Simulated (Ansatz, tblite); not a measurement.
Spin states of SnBr2⁺, each relaxed with B3LYP-D4/def2-TZVP in Ansatz. Electronic energies in the gas phase.

In the def2 sets Sn takes a core potential, while STO-3G treats all electrons; there is no spin–orbit coupling. The xTB rows come from tblite. LC-ωPBE has ω = 0.4 bohr⁻¹. HSE06 is defined as in plane-wave codes, on full-range PBE exchange. Correlated methods freeze 22 core orbitals; core or outer-core shells of Sn, Br are correlated, in sets that lack core-valence functions. The rows differ in basis, and correlated rows in double-zeta sets carry the largest basis error. In CCSD on the charge 1 quartet the largest single amplitude is 0.20, so its Hartree–Fock determinant may place the open shell otherwise than the density functionals do. In the doublet, Br2 and Br3 lie 2.99 Å apart (atoms count from 1), so these atoms are partly bonded to each other. The structure comes from a short search, and lower isomers may exist.

Doublet geometry (C2v within 0.1 Å):

```xyz
3

Sn   -1.254    0.453    0.532
Br    1.224   -0.181    1.104
Br    0.031   -0.272   -1.635
```

Quartet geometry (C2v within 0.1 Å):

```xyz
3

Sn   -0.114   -1.381   -0.197
Br    0.896    0.813   -1.244
Br   -0.783    0.568    1.441
```

⟨S²⟩: doublet 0.76 at PBE0-D4/def2-TZVP (pure 0.75), quartet 3.76 at PBE0-D4/def2-TZVP (pure 3.75).

Only these spin states were relaxed.

Q: Estimate which spin state lies lowest at each of these levels, and by how much: GFN1-xTB; GFN2-xTB; HF/STO-3G; HF/def2-SVP; HF/def2-TZVP; PBE-D4/def2-TZVP; revPBE-D4/def2-TZVP; r2SCAN-D4/def2-TZVP; PBE0-D4/def2-TZVP; r2SCAN0-D4/def2-TZVP; HSE06-D4/def2-TZVP; LC-ωPBE/def2-TZVP; PBE-QIDH/def2-TZVP; RPA@PBE/def2-TZVP; MP2/def2-SVP; MP2/def2-TZVP; CCSD/def2-SVP; CCSD(T)/def2-SVP.

A: 
| level | quartet − doublet (kcal/mol) | lowest of these |
| --- | --- | --- |
| GFN1-xTB | 112.4 | doublet |
| GFN2-xTB | 109.4 | doublet |
| HF/STO-3G | 35.8 | doublet |
| HF/def2-SVP | 62.7 | doublet |
| HF/def2-TZVP | 62.2 | doublet |
| PBE-D4/def2-TZVP | 77.8 | doublet |
| revPBE-D4/def2-TZVP | 76.7 | doublet |
| r2SCAN-D4/def2-TZVP | 75.8 | doublet |
| PBE0-D4/def2-TZVP | 78.1 | doublet |
| r2SCAN0-D4/def2-TZVP | 76.1 | doublet |
| HSE06-D4/def2-TZVP | 77.9 | doublet |
| LC-ωPBE/def2-TZVP | 78.7 | doublet |
| PBE-QIDH/def2-TZVP | 81.4 | doublet |
| RPA@PBE/def2-TZVP | 74.1 | doublet |
| MP2/def2-SVP | 81.6 | doublet |
| MP2/def2-TZVP | 89.1 | doublet |
| CCSD/def2-SVP | 75.5 | doublet |
| CCSD(T)/def2-SVP | 75.2 | doublet |

Change of the quartet − doublet gap on mixing in exact exchange, in kcal/mol: PBE to PBE0 (25 % exact exchange) 0.3; r2SCAN to r2SCAN0 (25 % exact exchange) 0.4. The xTB methods have no term that favours high spin, so they put low spin too low.
